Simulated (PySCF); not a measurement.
Spin-Hamiltonian simulation

Molecule: SMILES CCOC(F)(F)F, C$_{3}$H$_{5}$F$_{3}$O.

Molfile (atoms numbered from 1):
```
C3H5F3O
     RDKit          3D

 12 11  0  0  0  0  0  0  0  0999 V2000
    1.7883    0.1384   -0.1853 C   0  0  0  0  0  0  0  0  0  0  0  0
    0.3125    0.0662   -0.4727 C   0  0  0  0  0  0  0  0  0  0  0  0
   -0.3725   -0.0475    0.7758 O   0  0  0  0  0  0  0  0  0  0  0  0
   -1.6986   -0.1643    0.7242 C   0  0  0  0  0  0  0  0  0  0  0  0
   -2.2809    0.8755    0.1138 F   0  0  0  0  0  0  0  0  0  0  0  0
   -2.0915   -1.2610    0.0619 F   0  0  0  0  0  0  0  0  0  0  0  0
   -2.1627   -0.2337    1.9574 F   0  0  0  0  0  0  0  0  0  0  0  0
    2.1288   -0.7687    0.3344 H   0  0  0  0  0  0  0  0  0  0  0  0
    2.3495    0.2322   -1.1261 H   0  0  0  0  0  0  0  0  0  0  0  0
    2.0203    1.0075    0.4470 H   0  0  0  0  0  0  0  0  0  0  0  0
   -0.0413    0.9710   -0.9939 H   0  0  0  0  0  0  0  0  0  0  0  0
    0.0671   -0.8078   -1.0980 H   0  0  0  0  0  0  0  0  0  0  0  0
  1  2  1  0
  2  3  1  0
  3  4  1  0
  4  5  1  0
  4  6  1  0
  4  7  1  0
  1  8  1  0
  1  9  1  0
  1 10  1  0
  2 11  1  0
  2 12  1  0
M  END
```

[PySCF 2.14: NMR shieldings at PBE0/pcSseg-1/GIAO; spin–spin couplings from B3LYP/pcJ-1 (spin–dipole term only in couplings to heteroatoms); geometry from PBE0-D3(BJ)/def2-SVP; no relativistic terms; one averaged value for each set of equivalent atoms; a single conformation; no solvent]

References, each an isolated molecule treated in the same way: 1H (31.27 ppm) vs TMS.

The 8-spin Hamiltonian (Zeeman plus full scalar coupling among like nuclei) was diagonalised exactly; lines are Lorentzian, 0.4 Hz wide, and the maxima above 3 % are listed with the tallest set to 100.

Peak list at 700 MHz for the spins F5/F6/F7/H8/H9/H10/H11/H12:
Hz from δ = 0 (height): 2686.4 (19), 2686.0 (19), 2678.2 (56), 2677.9 (56), 2670.2 (57), 2669.8 (57), 2662.1 (19), 2661.7 (19), 975.0 (21), 974.4 (50), 973.8 (50), 973.2 (21), 966.9 (41), 966.3 (99), 965.7 (100), 965.1 (41), 958.8 (21), 958.2 (49), 957.6 (49), 957.0 (20)

Question: Extract the chemical shifts and coupling constants behind this pattern (give the signs of the calculation).

Answer: 
Shifts (ppm): F5/F6/F7 -77.6, H8/H9/H10 1.38, H11/H12 3.82.
Couplings (Hz): F5–F6, F5–F7, F6–F7: 6.9; F5–H8, F5–H9, F5–H10, F6–H8, F6–H9, F6–H10 …: 0.6; F5–H11, F5–H12, F6–H11, F6–H12, F7–H11, F7–H12: 0.4; H8–H9, H8–H10, H9–H10: -14.2; H8–H11, H8–H12, H9–H11, H9–H12, H10–H11, H10–H12: 8.1; H11–H12: -9.9.
These are the parameters used. A line list fixes at most the relative signs, and those only where coupling is strong; other parameter sets or atom labellings may fit too, and couplings well below the line width leave little trace. Couplings within a CH3 group never show.

Unscaled 3J(H,H) at this level run about 10 % above measured values.
